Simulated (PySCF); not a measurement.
**Working with the constants of SiSb⁺**

UHF-CCSD(T) constants of SiSb⁺, ³Σ⁻ (triplet), unpaired electrons π ↑↑ (basis Si def2-TZVPPD, Sb def2-TZVPPD with ECP28; scalar-relativistic core potentials; PySCF 2.14; masses 27.9769 and 120.9038 u):

| Property | Result |
| --- | --- |
| ωe | 348.3 cm⁻¹ |
| ωexe | 1.11 cm⁻¹ |
| Be | 0.11617 cm⁻¹ |
| αe | 0.000507 cm⁻¹ |
| D (centrifugal) | 5.17e-08 cm⁻¹ |
| De to Si⁺ + Sb | 2.69 eV |

(1) Give the vibrational terms G(v) and spacings up to v = 6.

(2) How well does the Morse estimate ωe²/(4ωexe) reproduce De, and what is D0?

Correlated steps freeze 9 core orbitals. Spin–orbit coupling is left out, which matters for elements this heavy, above all for dissociation energies. For an ion De counts to the pair picked by the measured ionisation energies or electron affinities, which need not be the lowest pair at this level. The state was picked by a PBE0 search and need not be the measured ground state.

Answers

(1) G(v) = ωe(v+½) − ωexe(v+½)².

```csv
v,G(v) (cm⁻¹),G(v) − G(v−1),Bv (cm⁻¹)
0,173.9,,0.1159
1,520.0,346.1,0.1154
2,863.8,343.9,0.1149
3,1205.5,341.6,0.1144
4,1544.9,339.4,0.1139
5,1882.1,337.2,0.1134
6,2217.1,335.0,0.1129
```

(2) It gives 3.39 eV, 126 % of the computed De. D0 = De − G(0) = 2.69 − 0.02 = 2.67 eV.
